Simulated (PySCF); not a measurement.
**Potential energy of GaSb along the bond**

Set-up: basis Ga def2-TZVPPD, Sb def2-TZVPPD with ECP28; scalar-relativistic core potentials; PySCF 2.14. Energies in eV from Ga + Sb in their ground configurations at the same level. State: ³Σ⁻ (triplet), unpaired electrons π ↑↑.

```csv
R (Å),r²SCAN,UHF-MP2
2.385,-1.288,-1.062
2.496,-1.606,-1.364
2.607,-1.776,-1.517
2.690,-1.833,-1.561
2.773,-1.846,-1.562
2.856,-1.824,-1.529
2.967,-1.757,-1.446
3.106,-1.631,-1.296
3.272,-1.446,-1.062
3.494,-1.179,-0.745
```

Task: Put a parabola through the three lowest points of the r²SCAN curve and estimate Re, k and ωe (reduced mass 43.9 u; 1 eV/Å² = 0.16022 mdyn/Å; ωe = 1302.8·√(k/μ) cm⁻¹).

Result: Through R = 2.69, 2.773, 2.856 Å the second-order coefficient is 2.54 eV/Å², so Re ≈ 2.762 Å, k ≈ 0.814 mdyn/Å and ωe ≈ 177 cm⁻¹. A polynomial fit of higher order to the unrounded r²SCAN energies gives Re = 2.759 Å, k = 0.821 mdyn/Å, ωe = 178 cm⁻¹; anharmonicity and rounding make the difference.

The higher-order fit for each curve: r²SCAN: Re = 2.759 Å, ωe = 178 cm⁻¹, De = 1.85 eV; UHF-MP2: Re = 2.731 Å, ωe = 185 cm⁻¹, De = 1.57 eV.

Correlated steps freeze 13 core orbitals. These are scalar-relativistic numbers at best; spin–orbit coupling would shift them, the dissociation energy most. The state was picked by a PBE0 search and need not be the measured ground state.
